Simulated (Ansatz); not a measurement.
`ClB(Cl)[SeH]` + H₂ → `ClBCl` + H₂Se  (hydrogenolysis of a B–Se bond)

Calculated with Ansatz (gas phase, PBE0-D4/def2-TZVP geometries, no zero-point term in ΔE). CCSD(T)/CBS adds triple-zeta CCSD(T) − MP2 to the extrapolated MP2 energy (def2 sets, frozen cores). This one scheme is used for every species. DFT in def2-TZVPP. For Se outer-core shells are correlated without core-valence functions, which leaves a few kJ/mol of doubt a bond. Scalar relativity is left out up to krypton. Each species was taken in one conformer, which may not be the lowest.

| level | ΔE (kJ/mol) |
| --- | --- |
| revPBE | 39.1 |
| BHLYP | 21.9 |

**Question.** What does CCSD(T)/CBS give? (Estimate.)

**Answer.** Ansatz gave: +43.7 kJ/mol. The listed levels differ from it by -4.6, -21.8 kJ/mol.

Largest T1 diagnostic among the species: 0.012.

From BLYP to BHLYP (50 % exact exchange), in def2-TZVPP and without D4, ΔE moves by −7.5 kJ/mol. The D4 term adds +12.3 kJ/mol with B3LYP and +6.4 kJ/mol with PBE0; it sums over pairs of atoms, weighted by their polarisabilities, and B3LYP, whose exchange is more repulsive, gets the larger term.

B3LYP here is the variant with VWN-RPA as its local correlation; programs differ in this.
